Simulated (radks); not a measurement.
Values are calculated unless marked as measured or tabulated.
Problem. The arsenic ion As+, configuration [Ar] 3d10 4s2 4p2. Code: a radial shooting solver on a logarithmic mesh with Libxc functionals. Model: scalar-relativistic Kohn-Sham, r2SCAN, spin-unpolarised, spherical densities, finite nucleus; meta-GGA in the generalised Kohn-Sham scheme; Fermi nuclear charge, rms radius 4.0968 fm. Some entries of the table are withheld. Estimate them.

orbital  occ.  eigenvalue (hartree)  <1/r> (bohr^-1)
1s          2             -432.2333            33.46
2s          2                   (1)            7.385
2p          6                   (2)              (3)
3s          2              -7.55704            2.388
3p          6              -5.40741            2.232
3d         10              -1.88915              (4)
4s          2              -0.87797           0.6943
4p          2                   (5)           0.5640

Solution. 
(1) 2s eigenvalue (hartree): -55.47075
(2) 2p eigenvalue (hartree): -48.60931
(3) 2p <1/r> (bohr^-1): 7.221
(4) 3d <1/r> (bohr^-1): 1.909
(5) 4p eigenvalue (hartree): -0.49464
